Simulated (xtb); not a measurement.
Job for xtb: GFN2-xTB on dimethyl selenide (SMILES C[Se]C), a point of a torsion scan.

```
$ xtb mol.xyz --gfn 2 --opt vtight --chrg 0 --uhf 0 --input xcontrol
9

C      1.55415525    -0.08248130     0.06536995
Se     0.05015750     0.53776223    -0.97428090
C     -0.01362972    -0.48670621    -2.62333453
H      2.07243527    -0.88207312    -0.47120389
H      2.25641006     0.75447441     0.17970686
H      1.23344627    -0.42832234     1.08890071
H      0.89836756    -1.14083254    -2.73706841
H     -0.08739096     0.22394195    -3.45893874
H     -0.85360613    -1.18805482    -2.53419257
$constrain
  force constant=1.0
  dihedral: 4,1,2,3,0.0
$end
```

Output:

```
[...]
           -------------------------------------------------
          |                Calculation Setup                |
           -------------------------------------------------



           -------------------------------------------------
          |                 G F N 2 - x T B                 |
           -------------------------------------------------

        Reference                      10.1021/acs.jctc.8b01176
      * Hamiltonian:
        H0-scaling (s, p, d)           1.850000    2.230000    2.230000
        zeta-weighting                 0.500000
      * Dispersion:
        s8                             2.700000
        a1                             0.520000
        a2                             5.000000
        s9                             5.000000
      * Repulsion:
        kExp                           1.500000    1.000000
        rExp                           1.000000
      * Coulomb:
        alpha                          2.000000
        third order                    shell-resolved
        anisotropic                    true
        a3                             3.000000
        a5                             4.000000
        cn-shift                       1.200000
        cn-exp                         4.000000
        max-rad                        5.000000


          ...................................................
          :                      SETUP                      :
          :.................................................:
          :  # basis functions                  24          :
          :  # atomic orbitals                  23          :
          :  # shells                           13          :
          :  # electrons                        20          :
          :  max. iterations                   250          :
          :  Hamiltonian                  GFN2-xTB          :
          :  restarted?                      false          :
          :  GBSA solvation                  false          :
          :  PC potential                    false          :
          :  electronic temp.          300.0000000     K    :
          :  accuracy                    1.0000000          :
          :  -> integral cutoff          0.2500000E+02      :
          :  -> integral neglect         0.1000000E-07      :
          :  -> SCF convergence          0.1000000E-05 Eh   :
          :  -> wf. convergence          0.1000000E-03 e    :
          :  Broyden damping             0.4000000          :
          :  net charge                          0          :
          :  unpaired electrons                  0          :
          ...................................................

 iter      E             dE          RMSdq      gap      omega  full diag
   1    -10.5493605 -0.105494E+02  0.431E+00    5.30       0.0  T
   2    -10.5872685 -0.379080E-01  0.305E+00    4.80       1.0  T
   3    -10.5886188 -0.135028E-02  0.148E+00    4.78       1.0  T
   4    -10.5888047 -0.185954E-03  0.304E-01    4.67       1.0  T
   5    -10.5888060 -0.130864E-05  0.100E-01    4.66       1.0  T
   6    -10.5888137 -0.769571E-05  0.376E-02    4.66       1.0  T
   7    -10.5888136  0.126511E-06  0.143E-02    4.66       2.3  T
   8    -10.5888140 -0.386274E-06  0.357E-03    4.66       9.3  T
   9    -10.5888140 -0.209765E-08  0.890E-04    4.66      37.4  T
  10    -10.5888140 -0.796808E-09  0.316E-04    4.66     105.6  T

   *** convergence criteria satisfied after 10 iterations ***

         #    Occupation            Energy/Eh            Energy/eV
      -------------------------------------------------------------
         1        2.0000           -0.7408679             -20.1600
       ...           ...                  ...                  ...
         4        2.0000           -0.5028503             -13.6833
         5        2.0000           -0.4998316             -13.6011
         6        2.0000           -0.4936420             -13.4327
         7        2.0000           -0.4912485             -13.3676
         8        2.0000           -0.4617756             -12.5656
         9        2.0000           -0.4287579             -11.6671
        10        2.0000           -0.3542375              -9.6393 (HOMO)
        11                         -0.1829578              -4.9785 (LUMO)
        12                         -0.1660366              -4.5181
        13                          0.0217466               0.5918
        14                          0.0830956               2.2611
        15                          0.0926273               2.5205
       ...                                ...                  ...
        23                          0.6516421              17.7321
      -------------------------------------------------------------
                  HL-Gap            0.1712797 Eh            4.6608 eV
             Fermi-level           -0.2685977 Eh           -7.3089 eV

 SCC (total)                   0 d,  0 h,  0 min,  0.005 sec
 SCC setup         
[...]
---------------------------------------
                  HL-Gap            0.1516800 Eh            4.1274 eV
             Fermi-level           -0.2803138 Eh           -7.6277 eV

 SCC (total)                   0 d,  0 h,  0 min,  0.004 sec
 SCC setup                      ...        0 min,  0.000 sec (  2.247%)
 Dispersion                     ...        0 min,  0.000 sec (  1.027%)
 classical contributions        ...        0 min,  0.000 sec (  0.408%)
 integral evaluation            ...        0 min,  0.001 sec ( 24.059%)
 iterations                     ...        0 min,  0.001 sec ( 22.281%)
 molecular gradient             ...        0 min,  0.002 sec ( 45.997%)
 printout                       ...        0 min,  0.000 sec (  3.630%)

         :::::::::::::::::::::::::::::::::::::::::::::::::::::
         ::                     SUMMARY                     ::
         :::::::::::::::::::::::::::::::::::::::::::::::::::::
         :: total energy             -10.496643230115 Eh    ::
         :: gradient norm              0.000047197854 Eh/a0 ::
         :: HOMO-LUMO gap              4.127421820789 eV    ::
         ::.................................................::
         :: SCC energy               -10.609927511811 Eh    ::
         :: -> isotropic ES            0.003205867592 Eh    ::
         :: -> anisotropic ES          0.001519151060 Eh    ::
         :: -> anisotropic XC          0.007124741915 Eh    ::
         :: -> dispersion             -0.003904208213 Eh    ::
         :: repulsion energy           0.113284281485 Eh    ::
         :: add. restraining           0.000000000211 Eh    ::
         :: total charge               0.000000000000 e     ::
         :::::::::::::::::::::::::::::::::::::::::::::::::::::

           -------------------------------------------------
          |                Property Printout                |
           -------------------------------------------------

    * Orbital Energies and Occupations

         #    Occupation            Energy/Eh            Energy/eV
      -------------------------------------------------------------
         1        2.0000           -0.7403074             -20.1448
         2        2.0000           -0.6013967             -16.3648
         3        2.0000           -0.5962513             -16.2248
         4        2.0000           -0.5041959             -13.7199
         5        2.0000           -0.5001343             -13.6093
         6        2.0000           -0.4923532             -13.3976
         7        2.0000           -0.4919471             -13.3866
         8        2.0000           -0.4559039             -12.4058
         9        2.0000           -0.4343999             -11.8206
        10        2.0000           -0.3561538              -9.6914 (HOMO)
        11                         -0.2044738              -5.5640 (LUMO)
        12                         -0.1515770              -4.1246
        13                          0.0471851               1.2840
        14                          0.0627415               1.7073
        15                          0.1151841               3.1343
        16                          0.1384429               3.7672
        17                          0.1582066               4.3050
        18                          0.1665884               4.5331
        19                          0.2135818               5.8119
        20                          0.2203940               5.9972
        21                          0.2290523               6.2328
       ...                                ...                  ...
        23                          0.6552416              17.8300
      -------------------------------------------------------------
                  HL-Gap            0.1516800 Eh            4.1274 eV
             Fermi-level           -0.2803138 Eh           -7.6277 eV

     #   Z          covCN         q      C6AA      α(0)
     1   6 C        3.741    -0.065    21.826     6.666
     2  34 Se       1.934    -0.221   243.264    27.177
     3   6 C        3.742    -0.063    21.783     6.659
     4   1 H        0.925     0.059     2.210     2.325
     5   1 H        0.925     0.057     2.231     2.336
     6   1 H        0.925     0.057     2.231     2.336
     7   1 H        0.925     0.056     2.242     2.342
     8   1 H        0.925     0.063     2.165     2.301
     9   1 H        0.925     0.056     2.242     2.342

 Mol. C6AA /au·bohr⁶  :       1140.303489
 Mol. C8AA /au·bohr⁸  :      45027.849559
 Mol. α(0) /au        :         54.482888


Wiberg/Mayer (AO) data.
largest (>0.10) Wiberg bond orders for each atom

 ---------------------------------------------------------------------------
     #   Z sym  total        # sym  WBO       # sym  WBO       # sym  WBO
 ---------------------------------------------------------------------------
     1   6 C    3.985 --     2 Se   1.047     6 H    0.974     5 H    0.974
                             4 H    0.971
     2  34 Se   2.229 --     3 C    1.055     1 C    1.047
     3   6 C    3.985 --     2 Se   1.055     9 H    0.972     7 H    0.972
                             8 H    0.970
     4   1 H    0.997 --     1 C    0.971
     5   1 H    0.997 --     1 C    0.974
     6   1 H    0.997 --     1 C    0.974
     7   1 H    0.997 --     3 C    0.972
     8   1 H    0.996 --     3 C    0.970
     9   1 H    0.997 --     3 C    0.972
 ---------------------------------------------------------------------------

Topologies differ in total number of bonds
Writing topology from bond orders to xtbtopo.mol

molecular dipole:
                 x           y           z       tot (Debye)
 q only:        0.246      -0.629      -0.070
   full:        0.386      -0.947      -0.079       2.608
molecular quadrupole (traceless):
                xx          xy          yy          xz          yz          zz
 q only:        0.304      -0.613      -2.202       0.600       2.538       1.898
  q+dip:        1.111      -0.401      -3.445      -0.081       3.498       2.334
   full:        0.564      -0.848      -3.299       0.840       3.869       2.735

           -------------------------------------------------
          |                Geometry Summary                 |
           -------------------------------------------------

      molecular mass/u    :      109.0285049
   center of mass at/Å    :        0.4390982       0.5543174      -1.2072054
  moments of inertia/u·Å² :        0.4381866E+02   0.7564098E+02   0.1130380E+03
rotational constants/cm⁻¹ :        0.3847135E+00   0.2228637E+00   0.1491324E+00

 * 6 selected distances

     #   Z          #   Z                                           value/Å
     1   6 C        4   1 H                                       1.0850950 (min)
     1   6 C        5   1 H                                       1.0865915
     1   6 C        6   1 H                                       1.0865830
     3   6 C        7   1 H                                       1.0872465 (max)
     3   6 C        8   1 H                                       1.0862822
     3   6 C        9   1 H                                       1.0872257

 * 1 distinct bonds (by element types)

   Z      Z             #   av. dist./Å        max./Å        min./Å
   1 H    6 C           6     1.0865040     1.0872465     1.0850950


optimized geometry written to: xtbopt.xyz


           -------------------------------------------------
          | TOTAL ENERGY              -10.496643230115 Eh   |
          | GRADIENT NORM               0.000047197854 Eh/α |
          | HOMO-LUMO GAP               4.127421820789 eV   |
           -------------------------------------------------

------------------------------------------------------------------------
------------------------------------------------------------------------
 total:
Note: The following floating-point exceptions are signalling: IEEE_UNDERFLOW_FLAG IEEE_DENORMAL
normal termination of xtb
 SCF:
 ANC optimizer:
```

The run finished.

Warnings raised: the energy holds the restraint's term.

Cost: roughly 0.16 core-seconds.
